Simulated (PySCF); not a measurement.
**Radial density of Dy⁺ (dysprosium, charge +1)**

UHF, [Xe] 4f10 6p1, one real determinant (an excited configuration). Calculation: PySCF 2.14, in x2c-TZVPPall with one added diffuse shell each of s, p, d, f type (12s8p8d5f2g, 129 functions); the spin-free X2C one-electron Hamiltonian (Gaussian nucleus).

| r (bohr) | 4πr²ρ (e/bohr) | 4πr²(ρα − ρβ) |
| --- | --- | --- |
| 0.0253 | 78.08 | 0.0053 |
| 0.0426 | 95.27 | 0.0087 |
| 0.0716 | 116.1 | -0.0007 |
| 0.120 | 88.26 | 0.0667 |
| 0.203 | 101.4 | 0.8026 |
| 0.341 | 45.78 | 3.3755 |
| 0.573 | 51.47 | 5.1266 |
| 0.964 | 17.36 | 2.8245 |
| 1.62 | 7.005 | 0.5005 |
| 2.73 | 0.7925 | 0.0672 |
| 4.59 | 0.2638 | 0.2592 |
| 7.71 | 0.06048 | 0.0604 |
| 13.0 | 0.0001707 | 0.0002 |

Densities and radii are taken from the X2C orbitals without a picture-change correction, which distorts them close to the nucleus.

⟨L²⟩ = 36.03 against 56 for a pure K term, so this real determinant mixes terms. Spin-orbit coupling, absent here, splits the open shell strongly.
